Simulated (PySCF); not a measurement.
## Computed structure and properties of [Dy(N2)]3+

System: [Dy(N2)]3+ (singlet in the valence; each metal's 4f electrons, 9 of them, lie in its core potential, out of spins and levels); start: template (C∞v). Method: PySCF 2.14.0, RKS PBE, Dy lcecp-1-SVP with ECP55, N def2-SVP; non-relativistic Hamiltonian with scalar-relativistic core potentials where named; density fitting; no spin-orbit coupling.

Input of the relaxation:

```python
mol = gto.M(atom='''
Dy     0.00000     0.00000    -0.43589
N      0.00000     0.00000     1.99641
N      0.00000     0.00000     3.10641''',
    basis={'Dy': 'lcecp-1-SVP', 'N': 'def2-SVP'},
    ecp={'Dy': 'lcecp-1-SVP'},
    charge=3, spin=0)
mf = dft.RKS(mol, xc='PBE')
mf.grids.atom_grid = (50, 194)  # f atoms: unpruned, at least (60, 302)
mf = mf.density_fit()  # fitting sets: Dy AutoAux, N def2-universal-JKFIT
mf.conv_tol = 1e-08; mf.max_cycle = 55
mf.kernel(dm0)  # dm0: converged density of the start geometry
# quasi-Newton relaxation in Cartesian coordinates to a largest gradient under 0.00045 Eh/bohr, steps kept in the point group
```

Run from Python with OMP_NUM_THREADS=2; the lines above give its settings. Where DIIS fails, smearing, a level shift and second-order steps follow.
It took 6.4 s on 2 threads of Arm Neoverse V2, with other jobs on the host, from the converged density of the start.

Course of the relaxation:

| step | energy above end (eV) | largest force component within the symmetry (eV/Å) |
| --- | --- | --- |
| 0 | 0.0229 | 2.199 |
| 1 | 0.0205 | 2.019 |
| 2 | 0.0032 | 0.264 |
| 3 | 0.0009 | 0.179 |
| 4 | 0.0000 | 0.087 |
| 5 | 0.0000 | 0.013 |

Relaxed geometry (C∞v):

```xyz
3

Dy    0.0000    0.0000   -0.4028
N     0.0000    0.0000    1.9731
N     0.0000    0.0000    3.0967
```

```tsv
contact	Å
Dy1–N2 (N2)	2.376
```

On the finer grid (75, 302):

```
HOMO                                                          : -26.37 eV
LUMO                                                          : -22.53 eV
Dipole about the centre of mass                               : 0.61 D
Set of Mulliken populations of Dy1 outside the core potential : s 2.07, p 6.04, d 0.25, f 0.01
D3(BJ) dispersion energy (not in the energies)                : -0.070 eV
```

```tsv
atom	Mulliken (e)	Löwdin (e)	spin (e)
Dy1	2.63	2.47	0.00
N2	-0.02	0.05	0.00
N3	0.39	0.48	0.00
```

The 4f levels lie in the core potential and are missing. Their spin isn't counted.

On the grid (50, 194), as all that follows. Harmonic modes: a minimum; lowest 254 cm⁻¹ (negative: unstable), highest 2287 cm⁻¹, zero-point energy 0.192 eV.

Taking off one N2 (charge 0, singlet; the rest: singlet) in vacuum, both parts rigid, costs 2.88 eV; the small basis without counterpoise inflates it. Parting with an electron moved from the ligand to the metal can be far cheaper, even downhill.

Rigid scan of N2 along the line from its metal:

```
distance to N2 (Å)  energy (eV)
              2.08        0.542
              2.18        0.206
              2.28        0.044
              2.38        0.000
              2.48        0.033
              2.58        0.116
              2.78        0.355
```

One start shape was tried, so this needn't be the lowest isomer.

An lcecp potential fixes the number of 4f electrons, so in runs with it no electron can move into or out of that shell.
